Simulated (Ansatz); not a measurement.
GaH$_{5}$OSeSi (`[OH][GaH][SiH2][SeH]`) from Hartree–Fock to CCSD(T)

Cartesian coordinates in Å:
```
O -0.857 -1.931 -1.449
Ga -0.307 -0.263 -1.098
Si -0.298 0.347 1.219
Se 1.877 0.894 1.724
H -0.793 -2.178 -2.374
H 0.197 0.596 -2.315
H -0.595 -0.787 2.130
H -1.216 1.472 1.550
H 1.991 1.850 0.613
```

Charge 0, multiplicity 1. Correlated methods include outer-core shells of Ga, Se, which these sets cover unevenly. Scalar relativity is left out up to krypton. All single points use the PBE0-D4/def2-TZVP geometry. It is one conformer, not always the lowest. Frozen core, restricted reference, the Gaussian-basis code of Ansatz.

| basis | HF (Eh) | MP2 corr. |
| --- | --- | --- |
| def2-SVP | -4689.15088 | -0.73958 |
| def2-TZVPP | -4689.89936 | -0.87099 |
| def2-QZVPP | -4689.99983 | -1.45164 |

Q: Estimate the CCSD correlation energy and the (T) correction in each basis where they were run (hartree).

A: 
| basis | CCSD corr. | (T) |
| --- | --- | --- |
| def2-SVP | -0.76432 | -0.02159 |
| def2-TZVPP | -0.89762 | -0.03472 |
